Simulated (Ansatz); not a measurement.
```yaml
crystal:
  periodic: [false, false, false]
  atoms:
    - {symbol: Si, position_ang: [0.336670, -0.062984, -0.995500]}
    - {symbol: Si, position_ang: [0.400683, -1.101977, 0.265770]}
    - {symbol: Si, position_ang: [-0.973000, 0.091020, -0.454576]}
    - {symbol: Si, position_ang: [-0.392784, 0.062979, 0.853284]}
    - {symbol: Si, position_ang: [0.667692, 0.866540, 0.161826]}
    - {symbol: H, position_ang: [0.662166, -0.123936, -1.958452]}
    - {symbol: H, position_ang: [-0.772512, 0.123936, 1.678676]}
basis:
  gaussian: {orbitals: def2-mTZVP, fitting: {mean_field: cc-pVTZ-jkfit}}
hamiltonian: {xc: {name: wB97}}
accuracy: high
```

```sh
$ ansatz run in.yaml --threads 4 --pin off --events-out ev --progress --plain --max-ram 3916MiB
```

Shortened log:

```
Functional definition: wB97
665 factors; integrals over basis functions are off by at most 1.7e-1 eV
665 factors; integrals over basis functions are off by at most 4.0e-6 eV
mean field evaluation 1: about -39327.3536 eV, gradient 7.5e1 eV
mean field evaluation 2: about -39329.4778 eV, gradient 7.2e1 eV
mean field evaluation 4: about -39340.8845 eV, gradient 1.4e0 eV
mean field evaluation 8: about -39340.9001 eV, gradient 8.7e-2 eV
mean field evaluation 16: about -39340.9001 eV, gradient 2.1e-5 eV
mean field -39340.90011577 eV, -1445.7514130346 hartree, gradient 6.7e-8 eV, S^2 0.000000; 0 other end points of the search recorded, 0 dependent functions left out
reference -39340.90011493 eV, -1445.7514130038 hartree; 36, 36 occupied and 80, 80 virtual orbitals, 665 factors
Total energy: -39340.90011493 eV, -1445.7514130038 hartree
```

In this input the geometry is squeezed to about two thirds of its size. Self-consistency was reached. The result belongs to that input, not to the species as meant.

The restricted singlet is unstable towards broken spin symmetry in Hartree–Fock (as tested in another run); at RKS ωB97/def2-mTZVP this wasn't settled.
